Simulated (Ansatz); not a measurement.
Molecule: sum formula SiOF2, charge -1, multiplicity 2. 
Geometry from a B3LYP-D3(BJ)/def2-TZVP (Ansatz, an electronic-structure program) optimisation:
```xyz
4

Si     0.0222    -0.3319    -0.1437
O      1.5724    -0.2777    -0.2188
F     -0.6432    -0.1115     1.3587
F     -0.7890     0.8746    -0.9405
```
Charge -1, spin multiplicity 2.

Basis-set convergence of Hartree-Fock and CCSD(T) correlation energies (hartree) with Ansatz. Valence correlation only, unless marked. UHF or UKS for open shells. No spin-orbit coupling. No relativistic terms. This anion needs diffuse functions, which these sets lack.

```tsv
basis	functions	E(HF)	E(corr, CCSD(T))
cc-pV(D+d)Z	65	-562.82525	-0.66015
cc-pV(T+d)Z	129	…	…
```

Problem. Complete the blanks.

Solution. 
- cc-pV(T+d)Z, E(HF): -562.95895
- cc-pV(T+d)Z, E(corr, CCSD(T)): -0.87646
